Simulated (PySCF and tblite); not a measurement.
Results of a calculation; reference values are marked as such.
Stationary points of C8H7N at GFN2-xTB, in Å:

Structure A

```
 1 N    -3.391    0.114   -0.947
 2 C    -2.463    0.006   -0.288
 3 C    -1.266   -0.128    0.529
 4 C    -0.535   -1.352    0.033
 5 C     0.723   -1.514   -0.370
 6 C     1.805   -0.559   -0.452
 7 C     1.779    0.757   -0.199
 8 C     0.661    1.570    0.225
 9 C    -0.587    1.221    0.529
10 H    -1.619   -0.333    1.556
11 H    -1.184   -2.221    0.014
12 H     1.000   -2.515   -0.678
13 H     2.748   -0.987   -0.769
14 H     2.702    1.308   -0.327
15 H     0.897    2.624    0.313
16 H    -1.269    2.009    0.830
```

Structure B

```
 1 N    -3.681   -0.212    0.725
 2 C    -2.544   -0.170    0.621
 3 C    -1.114   -0.112    0.466
 4 C    -0.609   -1.112   -0.539
 5 C     0.697   -1.384   -0.626
 6 C     1.732   -0.666    0.065
 7 C     1.705    0.661    0.322
 8 C     0.639    1.544   -0.059
 9 C    -0.655    1.209   -0.090
10 H    -0.636   -0.291    1.440
11 H    -1.336   -1.604   -1.169
12 H     1.026   -2.183   -1.278
13 H     2.645   -1.212    0.261
14 H     2.599    1.129    0.715
15 H     0.931    2.540   -0.365
16 H    -1.405    1.871   -0.499
```

Structure C

```
 1 N    -1.862    0.376   -2.074
 2 C    -1.615    0.165   -0.978
 3 C    -1.342   -0.108    0.417
 4 C    -0.492   -1.342    0.569
 5 C     0.657   -1.493   -0.097
 6 C     1.296   -0.483   -0.895
 7 C     1.272    0.840   -0.629
 8 C     0.602    1.439    0.492
 9 C    -0.537    1.002    1.039
10 H    -2.301   -0.228    0.929
11 H    -0.860   -2.115    1.228
12 H     1.177   -2.440   -0.028
13 H     1.936   -0.839   -1.691
14 H     1.893    1.498   -1.221
15 H     1.088    2.305    0.925
16 H    -0.927    1.447    1.943
```

Geometries: GFN2-xTB; energies: PBE0/pcSseg-1 + D3(BJ); zero-point and thermal terms from GFN2-xTB harmonic modes (soft modes blended into free rotors).

Which structure is a saddle point, and along which motion?

A: one imaginary mode (64i cm⁻¹ at GFN2-xTB, mostly on N1, C6, C7), along the inversion of the 7-membered ring (3–4–5–6–7–8–9).

Give their symmetry and energies above the lowest.

A Cs, 8.3 kcal/mol; B Cs, 0.0 kcal/mol; C Cs, 1.5 kcal/mol.
